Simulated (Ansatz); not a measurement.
Coupled-cluster run, CH5NSSi, SMILES `[SiH3]NC=S`.

```yaml
crystal:
  periodic: [false, false, false]
  atoms:
    - {symbol: Si, position_ang: [0.272223, 1.260910, 0.234864]}
    - {symbol: N, position_ang: [-0.123493, -0.437507, 0.417553]}
    - {symbol: C, position_ang: [-0.239268, -1.343750, -0.574112]}
    - {symbol: S, position_ang: [-0.606972, -2.919445, -0.396069]}
    - {symbol: H, position_ang: [0.448429, 1.481772, -1.218306]}
    - {symbol: H, position_ang: [-0.829770, 2.096006, 0.771777]}
    - {symbol: H, position_ang: [1.518396, 1.570888, 0.977207]}
    - {symbol: H, position_ang: [-0.293004, -0.836969, 1.333961]}
    - {symbol: H, position_ang: [-0.058043, -0.918205, -1.563874]}
basis:
  gaussian: {orbitals: def2-SVP}
correlation: {method: ccsd_t}
```

```sh
$ ansatz run in.yaml --threads 2 --pin off --events-out ev --progress --plain --max-ram 4352MiB
```

The program prints (abridged):

```
Functional definition: HF
870 factors; integrals over basis functions are off by at most 1.4e-3 eV
mean field evaluation 1: about -21261.3702 eV, gradient 2.4e1 eV
mean field evaluation 2: about -21261.3738 eV, gradient 2.4e1 eV
mean field evaluation 4: about -21263.2800 eV, gradient 3.5e0 eV
mean field evaluation 8: about -21263.3215 eV, gradient 5.0e-4 eV
mean field -21263.32146310 eV, -781.4126509719 hartree, gradient 2.8e-6 eV, S^2 0.000000; 0 other end points of the search recorded, 0 dependent functions left out
12 core orbitals not correlated: weight in the atoms' cores, before any rotation towards them, 1.000 or more for the frozen orbitals, at most 0.000 for the correlated occupied ones
reference -21263.32146310 eV, -781.4126509719 hartree; 12, 12 occupied and 65, 65 virtual orbitals, 870 factors
second order -14.32001134 eV of doubles, -0.00000000 eV of singles
cycle   1  -14.97526799 eV  change   -6.6e-1 eV  update   1.1e-1
cycle   2  -15.46132117 eV  change   -4.9e-1 eV  update   3.3e-2
cycle   3  -15.58558596 eV  change   -1.2e-1 eV  update   2.0e-2
cycle   4  -15.57649309 eV  change    9.1e-3 eV  update   6.1e-3
cycle   5  -15.57531456 eV  change    1.2e-3 eV  update   2.6e-3
cycle   6  -15.57533550 eV  change   -2.1e-5 eV  update   8.0e-4
cycle   7  -15.57510309 eV  change    2.3e-4 eV  update   4.1e-4
cycle   8  -15.57520760 eV  change   -1.0e-4 eV  update   1.6e-4
cycle   9  -15.57528007 eV  change   -7.2e-5 eV  update   6.2e-5
cycle  10  -15.57526948 eV  change    1.1e-5 eV  update   2.4e-5
perturbative correction -0.54441153 eV, -0.0200067549 hartree
Total energy: -21279.44114411 eV, -782.0050383228 hartree
```

Hardware: 2 threads of an Arm Neoverse V2 on a shared host. Wall time 3.2 s, peak host memory 0.27 GiB.

The correlation energy is -16.120 eV, 3.4 % of it from (T); the T1 diagnostic reads 0.0174.
